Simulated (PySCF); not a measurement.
CH7GeNOSi, SMILES [OH][Ge@@H]1[NH]C[SiH2]1. The structure is a stationary point at B3LYP-D3(BJ)/def2-SVP. The structure was generated by enumeration; whether it is a known compound was not checked. The values are those of a single conformer.

Computed equilibrium geometry at B3LYP-D3(BJ)/def2-SVP (PySCF confirms it by a frequency run) as bond lengths and angles (one conformer of several):
Atoms: O1 Ge2 N3 C4 Si5 H6 H7 H8 H9 H10 H11 H12. Bonded distances (Å): O1–Ge2 1.802, O1–H6 0.966, Ge2–N3 1.852, Ge2–Si5 2.387, Ge2–H7 1.551, N3–C4 1.469, N3–H8 1.017, C4–Si5 1.931, C4–H9 1.108, C4–H10 1.107, Si5–H11 1.491, Si5–H12 1.492. Bond angles (°): Ge2–O1–H6 112.8, O1–Ge2–N3 114.4, O1–Ge2–Si5 115.0, O1–Ge2–H7 106.0, N3–Ge2–Si5 74.3, N3–Ge2–H7 113.2, Si5–Ge2–H7 130.3, Ge2–N3–C4 108.7, Ge2–N3–H8 129.6, C4–N3–H8 118.0, N3–C4–Si5 98.6, N3–C4–H9 114.2, N3–C4–H10 113.0, Si5–C4–H9 111.0, Si5–C4–H10 112.8, H9–C4–H10 107.2, Ge2–Si5–C4 76.9, Ge2–Si5–H11 119.3, Ge2–Si5–H12 117.9, C4–Si5–H11 115.9, C4–Si5–H12 114.6, H11–Si5–H12 109.2.
